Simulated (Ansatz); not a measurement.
```json
{"atom": "Be", "x (Å)": "0.0086", "y (Å)": "0.0029", "z (Å)": "-0.2759"}
{"atom": "H", "x (Å)": "-0.0052", "y (Å)": "-0.0075", "z (Å)": "1.0908"}
```

Basis set: 6-31G* (spherical functions). All electrons are correlated. Charge 0, multiplicity 2.

Computed with Ansatz (development build ahead of 0.2.0); each method stands on the lowest determinant of its kind that the runs found.

(1) Give the atomization energy at this shape (free ground-state atoms in the same class of orbitals less the molecule, no zero-point energy) of doublet BeH by UHF-MP2, UHF.

Results:

(1)

```json
{"method": "UHF-MP2", "atomization energy": "2.20 eV"}
{"method": "UHF", "atomization energy": "2.21 eV"}
```

Caution for UHF: a free atom is spin contaminated.
